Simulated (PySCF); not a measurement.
Task: Write Cartesian coordinates for `Cc1cccc(C)c1C` (1,2,3-trimethylbenzene) as optimised with GFN2-xTB.

Result: 
```xyz
21
C9H12 angstrom
C     -2.122   -1.451   -0.075
C     -1.214   -0.257    0.007
C     -1.772    1.015   -0.005
C     -0.978    2.142    0.079
C      0.393    2.003    0.178
C      0.978    0.745    0.189
C      2.468    0.620    0.297
C      0.173   -0.396    0.097
C      0.824   -1.748    0.112
H     -1.975   -2.111    0.779
H     -3.162   -1.134   -0.086
H     -1.933   -2.022   -0.984
H     -2.845    1.122   -0.080
H     -1.426    3.125    0.068
H      1.020    2.881    0.246
H      2.746   -0.020    1.134
H      2.923    1.597    0.442
H      2.886    0.183   -0.610
H      0.131   -2.536   -0.161
H      1.662   -1.775   -0.583
H      1.213   -1.965    1.108
```

Any rigid rotation of these coordinates is as good. Atoms count from 1 in this order. Of the pairs four or more bonds apart, C1···H19 is among the closest relative to their van der Waals radii: 2.50 Å, 86 % of the sum of Bondi's values. The 9 heavy atoms lie in one plane (0.005 Å rms). The 9 C–C bonds span 1.381 Å (C3–C4, aromatic) to 1.502 Å (C1–C2, drawn single), a spread of 0.121 Å. The 6-membered ring C2–C3–C4–C5–C6–C8 has internal angles of 119.4° to 121.0°; it is planar, 0.00 Å rms from its mean plane, widest ring torsion 1°.

Bonds between heavy atoms (Å): C1–C2 1.502, C2–C3 1.389, C3–C4 1.381, C4–C5 1.382, C5–C6 1.387, C6–C7 1.500, C6–C8 1.398, C8–C9 1.501, C2–C8 1.397.

Computed geometry: GFN2-xTB, gas phase.

Stationary, but not proved a minimum.
